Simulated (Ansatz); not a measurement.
Molecule: sum formula SiBr2Cl, charge 0, multiplicity 2. It need not be the lowest isomer of its formula. 
Structure (B3LYP-D3(BJ)/def2-TZVP (Ansatz, a first-principles code) minimum search):
SMILES: Cl[Si](Br)Br
```xyz
4

Cl    -0.3491    -0.6659     2.2179
Si    -0.4102    -0.5939     0.1593
Br     1.6635    -0.7752    -0.6519
Br    -1.3299     1.3362    -0.4891
```
Charge 0, spin multiplicity 2.

Basis-set convergence of Hartree-Fock and CCSD correlation energies (hartree) with Ansatz. Correlated levels leave the core frozen unless marked. UHF or UKS for open shells. No spin-orbit coupling. Frozen are the shells of the preceding noble gas and the d and f shells that filled before the atom's block. No relativistic terms.

```tsv
basis	functions	E(HF)	E(corr, CCSD)
def2-SVP	100	-5892.50710	-0.47750
def2-TZVPP	180	…	…
```

### Question
Complete the blanks.

### Answer

- def2-TZVPP, E(HF): -5893.40468
- def2-TZVPP, E(corr, CCSD): -0.64471
